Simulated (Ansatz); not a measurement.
Computed with Ansatz.

A structure relaxed at PBE0-D4/def2-TZVP, charge 0, multiplicity 1:

Cartesian coordinates in Å:
```
O -1.520 -0.797 -1.342
Si -0.211 0.137 -0.970
Si 1.073 -0.717 0.791
Te -0.805 2.483 -0.332
H -2.266 -0.765 -0.740
H 0.553 0.250 -2.236
H 0.285 -0.609 2.050
H 2.318 0.084 0.930
H 1.429 -2.146 0.574
H -0.856 2.079 1.275
```

Q: Give its formula and SMILES.

A: H6OSi2Te, `O[SiH]([SiH3])[TeH]`.

Q: Summarise the bond lengths by kind.

A: 1 × O–Si 1.650 Å; 1 × H–O 0.959 Å; 1 × Si–Si 2.341 Å; 1 × Si–Te 2.503 Å; 4 × H–Si 1.483 to 1.489 Å; 1 × H–Te 1.659 Å.
